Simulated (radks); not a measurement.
Isoelectronic series with 14 electrons, each ion in its NIST ground configuration. All-electron calculation, Dirac Kohn-Sham, BLYP, spin-unpolarised, spherical densities, point nucleus; open shells fill j = l - 1/2 first. Program: a radial shooting solver on a logarithmic mesh with Libxc functionals. Total energies (hartree) and mean radii <r> (bohr) (* marks an orbital that is empty in some or all of the ions):

\begin{tabular}{lrrrrrr}
ion & configuration & E (hartree) & 3p3/2* & 3p1/2 & 3s1/2 & 2p3/2 \\ \hline
Si & [Ne] 3s2 3p2 & -290.00153 & 2.821 & 2.811 & 2.154 & 0.5386 \\
P+ & [Ne] 3s2 3p2 & -341.72828 & 2.146 & 2.139 & 1.817 & 0.4859 \\
S2+ & [Ne] 3s2 3p2 & -397.99740 & 1.772 & 1.766 & 1.576 & 0.4426 \\
Cl3+ & [Ne] 3s2 3p2 & -458.80304 & 1.521 & 1.516 & 1.395 & 0.4064 \\
Ar4+ & [Ne] 3s2 3p2 & -524.14661 & 1.339 & 1.334 & 1.254 & 0.3757 \\
K5+ & [Ne] 3s2 3p2 & -594.03328 & 1.198 & 1.193 & 1.140 & 0.3493 \\
Ca6+ & [Ne] 3s2 3p2 & -668.47058 & 1.086 & 1.081 & 1.045 & 0.3264 \\
Sc7+ & [Ne] 3s2 3p2 & -747.46776 & 0.9938 & 0.9890 & 0.9661 & 0.3063 \\
Ti8+ & [Ne] 3s2 3p2 & -831.03544 & 0.9168 & 0.9120 & 0.8983 & 0.2885 \\
V9+ & [Ne] 3s2 3p2 & -919.18538 & 0.8513 & 0.8465 & 0.8395 & 0.2727 \\
Cr10+ & [Ne] 3s2 3p2 & -1011.93041 & 0.7948 & 0.7899 & 0.7881 & 0.2585 \\
Mn11+ & [Ne] 3s2 3p2 & -1109.28430 & 0.7456 & 0.7406 & 0.7427 & 0.2457 \\
Fe12+ & [Ne] 3s2 3p2 & -1211.26178 & 0.7022 & 0.6972 & 0.7023 & 0.2341 \\
Co13+ & [Ne] 3s2 3p2 & -1317.87843 & 0.6637 & 0.6586 & 0.6661 & 0.2235 \\
Ni14+ & [Ne] 3s2 3p2 & -1429.15076 & 0.6292 & 0.6241 & 0.6334 & 0.2139 \\
Cu15+ & [Ne] 3s2 3p2 & -1545.09614 & 0.5982 & 0.5930 & 0.6038 & 0.2051 \\
Zn16+ & [Ne] 3s2 3p2 & -1665.73280 & 0.5702 & 0.5649 & 0.5768 & 0.1969 \\
Ga17+ & [Ne] 3s2 3p2 & -1791.07990 & 0.5447 & 0.5392 & 0.5521 & 0.1894 \\
Ge18+ & [Ne] 3s2 3p2 & -1921.15745 & 0.5214 & 0.5158 & 0.5294 & 0.1824 \\
As19+ & [Ne] 3s2 3p2 & -2055.98640 & 0.5000 & 0.4943 & 0.5084 & 0.1759 \\
Se20+ & [Ne] 3s2 3p2 & -2195.58859 & 0.4803 & 0.4745 & 0.4891 & 0.1699 \\
Br21+ & [Ne] 3s2 3p2 & -2339.98684 & 0.4621 & 0.4562 & 0.4711 & 0.1642 \\
\end{tabular}
